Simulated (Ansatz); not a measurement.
Consider the formal exchange of groups at a C–Si bond: `NC(=O)[SiH](F)Cl` + `F[SiH3]` → `NC(=O)[SiH2]F` + `F[SiH2]Cl`.

Isolated molecules relaxed with PBE0-D4/def2-TZVP in Ansatz; ΔE leaves out vibrations. CCSD(T)/CBS is the MP2 limit (def2-TZVPP, def2-QZVPP) plus CCSD(T) − MP2 in def2-TZVPP, frozen cores. This one scheme is used for every species. Functionals use def2-TZVPP. Each species was taken in one conformer, which may not be the lowest.

```csv
level,ΔE (eV)
PBE-D4,-0.03
r2SCAN-D4,-0.03
ωB97M-V,-0.03
r2SCAN,-0.04
HF/def2-TZVPP,-0.06
HF/def2-QZVPP,-0.07
SCS-MP2/def2-QZVPP,-0.04
HF/CBS(def2),-0.07
```

Task: What does CCSD(T)/CBS give? (Estimate.)

Result: The calculation gave: -0.04 eV. The listed levels differ from it by 0.01, 0.01, 0.01, 0.00, -0.02, -0.03, 0.00, -0.03 eV.

Largest T1 diagnostic among the species: 0.015.

The D4 term adds +0.03 eV with B3LYP and +0.02 eV with PBE0; it sums over pairs of atoms, weighted by their polarisabilities, and B3LYP, whose exchange is more repulsive, gets the larger term. In def2-TZVPP, CCSD(T) changes the Hartree–Fock value by +0.03 eV (the triples alone add +0.01 eV) and MP2 by +0.04 eV.

B3LYP here is the variant with VWN-RPA as its local correlation; programs differ in this.
